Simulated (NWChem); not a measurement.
System: GeNH3Cl2; SMILES [NH2][GeH]([Cl])[Cl]

Here is an NWChem input.

```
start job
memory heap 200 mb stack 900 mb global 1100 mb
geometry units angstroms noautoz
  Ge     0.303066    -0.338066     0.000000
  N      1.789554     0.726867     0.000000
  Cl    -0.801236     0.201024     1.785283
  Cl    -0.801236     0.201024    -1.785283
  H      0.431819    -1.882711     0.000000
  H      2.371297     0.632491     0.840030
  H      2.371297     0.632491    -0.840030
end
basis spherical
  * library def2-svp
end
dft
  xc scan
  grid coarse
  iterations 150
  mulliken
end
task dft gradient
```

Parts of the log:

```
             Northwest Computational Chemistry Package (NWChem) 7.3.0
             --------------------------------------------------------

 CS  symmetry detected

                             Geometry "geometry" -> ""
                             -------------------------

 Output coordinates in angstroms (scale by  1.889725989 to convert to a.u.)

  No.       Tag          Charge          X              Y              Z
 ---- ---------------- ---------- -------------- -------------- --------------
    1 Ge                  32.0000     0.29465720    -0.34991131     0.00000000
    2 N                    7.0000     1.80033632     0.68771061     0.00000000
    3 Cl                  17.0000    -0.79962052     0.20924629    -1.78528300
    4 Cl                  17.0000    -0.79962052     0.20924629     1.78528300
    5 H                    1.0000     0.39519352    -1.89664915     0.00000000
    6 H                    1.0000     2.38025970     0.58273147    -0.84003000
    7 H                    1.0000     2.38025970     0.58273147     0.84003000

 Effective nuclear repulsion energy (a.u.)     462.4529126656

      Symmetry information
      --------------------

 Group name             Cs
 Group number              2
 Group order               2
 No. of unique centers     5

                                 NWChem DFT Module
                                 -----------------

 Summary of "ao basis" -> "ao basis" (spherical)
 ------------------------------------------------------------------------------
       Tag                 Description            Shells   Functions and Types
 ---------------- ------------------------------  ------  ---------------------
 Ge                         def2-svp                12       32   5s4p3d
 N                          def2-svp                 6       14   3s2p1d
 Cl                         def2-svp                 8       18   4s3p1d
 H                          def2-svp                 3        5   2s1p

      Symmetry analysis of basis
      --------------------------

        a'         59
        a"         38

            General Information
            -------------------
          SCF calculation type: DFT
          Wavefunction type:  closed shell.
          No. of atoms     :     7
          No. of electrons :    76
           Alpha electrons :    38
            Beta electrons :    38
          Charge           :     0
          Spin multiplicity:     1
          Use of symmetry is: on ; symmetry adaption is: on
          Maximum number of iterations: 150
          AO basis - number of functions:    97
                     number of shells:    43
          Convergence on energy requested:  1.00D-06
          Convergence on density requested:  1.00D-05
          Convergence on gradient requested:  5.00D-04

              XC Information
              --------------
                         SCAN Method XC Functional
                  SCAN metaGGA Exchange Functional  1.000
                        SCAN Correlation Potential  1.000

             Grid Information
             ----------------
          Grid used for XC integration:  coarse
          Radial quadrature: Mura-Knowles
          Angular quadrature: Lebedev.
          Tag              B.-S. Rad. Rad. Pts. Rad. Cut. Ang. Pts.
          ---              ---------- --------- --------- ---------
          Ge                  1.25       95           8.0       302
          N                   0.65       35           8.0       302
          Cl                  1.00       70          11.0       302
          H                   0.35       35          10.0       302
          Grid pruning is: on
          Number of quadrature shells:   270
          Spatial weights used:  Erf1

      Superposition of Atomic Density Guess
      -------------------------------------

 Sum of atomic energies:       -3049.43254738

      Non-variational initial energy
      ------------------------------

 Total energy =   -3050.464663
 1-e energy   =   -5162.859201
 2-e energy   =    1649.941625
 HOMO         =      -0.341878
 LUMO         =       0.037025

      Symmetry analysis of molecular orbitals - initial
      -------------------------------------------------

  Numbering of irreducible representations:

     1 a'          2 a"

  Orbital symmetries:

     1 a'          2 a'          3 a"          4 a'          5 a'
     6 a'          7 a"          8 a'          9 a'         10 a"
    11 a'         12 a"         13 a'         14 a'         15 a"
    16 a"         17 a'         18 a'         19 a'         20 a"
    21 a'         22 a'         23 a"         24 a"         25 a'
    26 a'         27 a'         28 a"         29 a'         30 a"
    31 a'         32 a"         33 a'         34 a"         35 a'
    36 a"         37 a'         38 a'         39 a'         40 a'
    41 a"         42 a'         43 a"         44 a'         45 a'
    46 a'         47 a"         48 a"

     ---------------------------------------------
      Total Density - Mulliken Population Analysis
     ---------------------------------------------

[...]

                         DFT ENERGY GRADIENTS

    atom               coordinates                        gradient
                 x          y          z           x          y          z
   1 Ge      0.556821  -0.661236   0.000000   -0.000966  -0.002177   0.000000
   2 N       3.402142   1.299585   0.000000   -0.000513   0.005644   0.000000
   3 Cl     -1.511064   0.395418  -3.373696   -0.002810   0.001404  -0.004929
   4 Cl     -1.511064   0.395418   3.373696   -0.002810   0.001404   0.004929
   5 H       0.746807  -3.584147   0.000000    0.000262  -0.004839   0.000000
   6 H       4.498039   1.101203  -1.587427    0.003418  -0.000718  -0.004988
   7 H       4.498039   1.101203   1.587427    0.003418  -0.000718   0.004988
```

Level: SCAN/def2-SVP. Geometry: optimised at PBE-D3(BJ)/def2-SVP.
